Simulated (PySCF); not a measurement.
AlBr3. Atoms are numbered in the order given.

```xyz
4

Al     0.0000     0.0000     0.0000
Br    -2.2416     0.0000     0.0000
Br     1.1208     1.9413     0.0000
Br     1.1208    -1.9413     0.0000
```

The structure is a stationary point at B3LYP-D3(BJ)/def2-SVP. The isomer is the one that the SMILES or the coordinates give; other isomers of the formula were not compared.

Level of theory: PySCF 2.14.0 with TDA-LC-ωPBE/def2-SVPD.

Vertical excitations; the highest root listed may be one member of a degenerate set. The molecule is in vacuum. State labels are in the subgroup C2v.

| state | symmetry | energy (eV) | λ (nm) | f | main pairs |
|---|---|---|---|---|---|
| S1 | B1 | 6.49 | 191 | 0.000 | HOMO→LUMO 85 % |
| S2 | A2 | 6.51 | 190 | 0.000 | HOMO→LUMO+1 97 % |
| S3 | B2 | 6.82 | 182 | 0.000 | HOMO−2→LUMO (degenerate set) |
| S4 | A2 | 6.82 | 182 | 0.000 | HOMO−1→LUMO (degenerate set) |
| S5 | B1 | 7.04 | 176 | 0.018 | HOMO−4→LUMO, HOMO−1→LUMO+1 (degenerate set) |
| S6 | A1 | 7.04 | 176 | 0.018 | HOMO−3→LUMO, HOMO−2→LUMO+1 (degenerate set) |
| S7 | B2 | 7.06 | 176 | 0.000 | HOMO−3→LUMO+1 (degenerate set) |
| S8 | A2 | 7.06 | 176 | 0.000 | HOMO−4→LUMO+1 (degenerate set) |
| S9 | A1 | 7.36 | 168 | 0.189 | HOMO−2→LUMO+1, HOMO−3→LUMO (degenerate set) |
| S10 | B1 | 7.36 | 168 | 0.189 | HOMO−1→LUMO+1, HOMO−4→LUMO (degenerate set) |
| T1 | B1 | 6.11 | 203 | 0 | HOMO→LUMO 80 % |
| T2 | A2 | 6.38 | 194 | 0 | HOMO→LUMO+1 96 % |
| T3 | B2 | 6.44 | 192 | 0 | HOMO−2→LUMO (degenerate set) |
| T4 | A2 | 6.44 | 192 | 0 | HOMO−1→LUMO (degenerate set) |
Triplets are in the Tamm–Dancoff approximation.
